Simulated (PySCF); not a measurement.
Excitation energy of Mn by level of theory

Mn [Ar] 3d5 4s2 (6S) → Mn [Ar] 3d6 4s1 (6D), as a difference of total energies. Calculation: PySCF 2.14, in aug-cc-pwCVTZ; no relativity, point nucleus. Correlated levels: valence: [Ar] frozen; valence and next inner shell: [Ne] frozen; nothing frozen. The calculations carry no spin-orbit coupling.

```
                                method  excitation energy (eV)
                                   UHF                   3.174
                                   LDA                   0.969
                                   PBE                   0.850
                                  PBE0                   1.366
                                r2SCAN                   1.204
                               r2SCAN0                   1.636
                                 B97-3                   1.838
                                M06-2X                   2.519
                         MP2 (valence)                   2.002
                     SCS-MP2 (valence)                   1.962
    MP2 (valence and next inner shell)                   1.601
SCS-MP2 (valence and next inner shell)                   1.737
                   MP2 (all electrons)                   1.594
               SCS-MP2 (all electrons)                   1.737
```

Q: How much does correlation contribute at MP2 (all electrons)?

A: 1.594 − (3.174) = -1.580 eV, measured against UHF.

These non-relativistic numbers lack the scalar-relativistic shift.

Errors of the correlated levels include the incompleteness of this basis and the frozen core.

For comparison: 2.145 eV (measured; NIST levels, between the centres of gravity of the two terms).
